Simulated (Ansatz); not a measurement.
`[OH][In]([Cl])[O][SiH3]` and `C[O][In]([OH])[O][SiH3]` differ in one atom or group.

Ansatz, PBE0-D4/def2-TZVP geometries, multiplicity 1. Each molecule was computed in one conformer, which needn't be the lowest.

Elements past krypton have def2 core potentials.

| property | `[OH][In]([Cl])[O][SiH3]` |
| --- | --- |
| HOMO energy (PBE/def2-TZVPP) / eV | -7.25 |
| LUMO energy (PBE/def2-TZVPP) / eV | -3.38 |
| HOMO–LUMO gap (ωB97M-V/def2-TZVPP) / eV | 10.51 |
| HOMO energy (B3LYP/def2-TZVPP) / eV | -8.50 |
| HOMO energy (PBE0/def2-TZVPP) / eV | -8.72 |
| LUMO energy (PBE0/def2-TZVPP) / eV | -2.46 |

Give the same properties after the change, and the shifts. (Estimate.)

The calculation gave: 
```json
{"property": "HOMO energy (PBE/def2-TZVPP) / eV", "`C[O][In]([OH])[O][SiH3]`": "-6.47", "shift": "0.78"}
{"property": "LUMO energy (PBE/def2-TZVPP) / eV", "`C[O][In]([OH])[O][SiH3]`": "-3.06", "shift": "0.32"}
{"property": "HOMO–LUMO gap (ωB97M-V/def2-TZVPP) / eV", "`C[O][In]([OH])[O][SiH3]`": "10.13", "shift": "-0.38"}
{"property": "HOMO energy (B3LYP/def2-TZVPP) / eV", "`C[O][In]([OH])[O][SiH3]`": "-7.79", "shift": "0.71"}
{"property": "HOMO energy (PBE0/def2-TZVPP) / eV", "`C[O][In]([OH])[O][SiH3]`": "-8.01", "shift": "0.71"}
{"property": "LUMO energy (PBE0/def2-TZVPP) / eV", "`C[O][In]([OH])[O][SiH3]`": "-2.14", "shift": "0.32"}
```

With PBE0 the HOMO rises by 0.71 eV and the LUMO rises by 0.32 eV, so the gap narrows by about 0.39 eV. PBE moves the HOMO by 0.78 eV and ωB97M-V by 0.62 eV.

B3LYP here is the variant with VWN-RPA as its local correlation; programs differ in this.
